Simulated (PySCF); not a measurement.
Compound: SnCl3(pyrrolidide), C4H8Cl3NSn.
Bonds: Sn1–Cl2, Sn1–Cl3, Sn1–Cl4, Sn1–N5, N5–C6, N5–C9, C6–C7, C7–C8, C8–C9. Hydrogens: H10, H11 on C6; H12, H13 on C7; H14, H15 on C8; H16, H17 on C9.

Theory: PySCF, PBE0-D3(BJ)/def2-SVP geometry optimisation, gas phase, def2 core potentials past Kr.

Some entries are withheld. Bonds in one row agree within 0.01 Å.

```tsv
coordinate	value
Sn1–Cl2	?
Sn1–Cl3, Sn1–Cl4	?
Sn1–N5	?
N5–C6, N5–C9	?
C6–C7, C8–C9	?
C6–H10 and 3 like bonds	1.103 Å
C7–C8	1.544 Å
C7–H12 and 3 like bonds	1.100 Å
Cl2–Sn1–Cl3	?
Cl2–Sn1–Cl4	?
Cl2–Sn1–N5	112.8°
Cl3–Sn1–N5	109.1°
Cl4–Sn1–N5	111.5°
Sn1–N5–C6	115.5°
Sn1–N5–C9	116.9°
C6–N5–C9	?
N5–C6–C7	?
C6–C7–C8	104.5°
```

Q: Estimate the withheld lengths and angles.

A: 
- Sn1–Cl2 = 2.344 Å (ends: tin bonded to 3 Cl and N; chlorine bonded to Sn); 0.07 Å below the sum of covalent radii, 2.41 Å.
- Sn1–Cl3, Sn1–Cl4 = 2.326 Å (ends: tin bonded to 3 Cl and N; chlorine bonded to Sn); 0.08 Å below the sum of covalent radii, 2.41 Å.
- Sn1–N5 = 2.019 Å (ends: tin bonded to 3 Cl and N; nitrogen bonded to 2 C and Sn); 0.08 Å below the sum of covalent radii, 2.10 Å.
- N5–C6, N5–C9 = 1.462 Å (ends: nitrogen bonded to 2 C and Sn; carbon bonded to C, N and 2 H); 0.01 Å below the sum of covalent radii, 1.47 Å.
- C6–C7, C8–C9 = 1.539 Å (ends: carbon bonded to C, N and 2 H; carbon bonded to 2 C and 2 H); 0.02 Å above the sum of covalent radii, 1.52 Å.
- Cl2–Sn1–Cl3 = 110.0°, at the tin bonded to 3 Cl and N; the outer atoms are 3.828 Å apart.
- Cl2–Sn1–Cl4 = 104.6°, at the tin bonded to 3 Cl and N; the outer atoms are 3.692 Å apart.
- C6–N5–C9 = 104.3°, at the nitrogen bonded to 2 C and Sn; the outer atoms are 2.309 Å apart.
- N5–C6–C7 = 106.4°, at the carbon bonded to C, N and 2 H; the outer atoms are 2.406 Å apart.

Radii are Cordero's, carbon taken as 0.76, 0.73 or 0.69 Å for four, three, and two or fewer neighbours.

Not checked by PBE0-D3(BJ)/def2-SVP frequencies. One conformer, not necessarily the lowest (Sn1–N5–C6–C7 -94°, Sn1–N5–C9–C8 90°, N5–C6–C7–C8 -19°, C6–C7–C8–C9 -4°, C7–C8–C9–N5 26°).
